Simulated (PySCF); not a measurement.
Compound: C6H12Si.
Cartesian coordinates in Å at the PBE0-D3(BJ)/def2-SVP level; atoms count from 1:
```xyz
19
C6H12Si angstrom
C      3.5193    0.0424   -0.0708
C      2.4260    0.5781   -0.0556
Si     0.7409    1.3162   -0.0243
C     -0.5699   -0.0570    0.0999
C     -1.9508    0.6041    0.1273
C     -0.4489   -0.9778   -1.1168
C     -0.3411   -0.8539    1.3864
H      4.4892   -0.4225   -0.0856
H      0.6495    2.2356    1.1511
H      0.5490    2.1111   -1.2760
H     -2.1448    1.1914   -0.7849
H     -2.0684    1.2761    0.9930
H     -2.7407   -0.1644    0.1979
H     -1.2032   -1.7826   -1.0621
H     -0.6136   -0.4342   -2.0610
H      0.5433   -1.4531   -1.1698
H      0.6532   -1.3276    1.3999
H     -1.0954   -1.6553    1.4778
H     -0.4243   -0.2187    2.2830
```

The closed-shell ground state was solved at several levels (PySCF, density fitting, gas phase, non-relativistic).

```tsv
level	basis functions	HOMO (eV)	LUMO (eV)	gap (eV)	dipole (D)
B3LYP/pcSseg-1	186	-7.53	-0.18	7.35	0.80
CAM-B3LYP/def2-SVPD	240	-9.05	0.98	10.03	0.77
```

Problem. What might PBE0/pcSseg-1 (186 basis functions) give for the same quantities?

Solution. HOMO -7.73 eV, LUMO 0.00 eV, gap 7.73 eV, dipole 0.83 D.

Problem. Over all these levels, which gives the widest orbital gap and which the narrowest?

Solution. CAM-B3LYP/def2-SVPD (range-separated hybrid) has the widest, 10.03 eV, and B3LYP/pcSseg-1 (global hybrid, 20 % exact exchange) the narrowest, 7.35 eV. Functional and basis both differ between the two, so the spread mixes both effects.

Problem. How far do the dipole and the HOMO energy spread over the levels?

Solution. The dipole runs from 0.77 to 0.83 D (mean 0.80 D) and the HOMO from -9.05 to -7.53 eV.
